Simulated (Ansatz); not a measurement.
Reaction (ligand exchange at a B–C bond): `BC(F)OC#C` + `[OH][GeH2][F]` → `B[O][GeH2][F]` + `C#COCF`

Isolated molecules relaxed with PBE0-D4/def2-TZVP in Ansatz; ΔE leaves out vibrations. CCSD(T)/CBS adds triple-zeta CCSD(T) − MP2 to the extrapolated MP2 energy (def2 sets, frozen cores). Functionals use def2-TZVPP. For Ge outer-core shells are correlated without core-valence functions, which leaves a few kJ/mol of doubt a bond. Scalar relativity is left out up to krypton. Each species was taken in one conformer, which may not be the lowest.

`BC(F)OC#C`:

Cartesian coordinates in Å:
```
B -1.869 0.158 0.568
C -0.649 0.197 -0.445
F -0.953 -0.268 -1.692
O 0.250 -0.723 0.179
C 1.518 -0.462 0.080
C 2.694 -0.243 0.022
H -2.681 -0.705 0.452
H -1.913 0.956 1.451
H -0.137 1.155 -0.574
H 3.740 -0.064 -0.042
```

`[OH][GeH2][F]`:

Z-matrix (Å, degrees):
```
Ge
F 1 1.738
O 1 1.761 2 107.6
H 1 1.526 2 107.8 3 114.3
H 1 1.534 2 105.1 3 -119.6
H 3 0.960 1 113.6 2 -67.0
```

`B[O][GeH2][F]`:

```xyz
8

B     0.444   -1.079   -1.059
O     0.299   -0.781    0.248
Ge   -0.403    0.728    0.874
F     0.945    1.780    1.134
H     0.975   -2.115   -1.341
H     0.038   -0.323   -1.908
H    -1.292    1.378   -0.189
H    -1.006    0.412    2.240
```

`C#COCF`:

Cartesian coordinates in Å:
```
C -0.395 -1.761 -1.068
C -0.313 -1.009 -0.139
O -0.230 -0.206 0.875
C 0.264 1.084 0.542
F 0.287 1.778 1.691
H -0.474 -2.444 -1.879
H 1.279 0.994 0.143
H -0.418 1.564 -0.166
```

CCSD(T)/CBS gives -36.2 kcal/mol.

Another level gave -36.5 kcal/mol. Which?
A. HF/def2-TZVPP
B. MP2/def2-TZVPP
C. r2SCAN-D4/def2-TZVPP
D. PBE/def2-TZVPP

C. r2SCAN-D4 -36.5, PBE -35.2, MP2/def2-TZVPP -37.5, HF/def2-TZVPP -38.5 kcal/mol.

Largest T1 diagnostic among the species: 0.013.

In def2-TZVPP, CCSD(T) changes the Hartree–Fock value by +1.5 kcal/mol (the triples alone add +0.0 kcal/mol) and MP2 by +1.1 kcal/mol. From PBE to PBE0 (25 % exact exchange), in def2-TZVPP and without D4, ΔE moves by −0.9 kcal/mol.
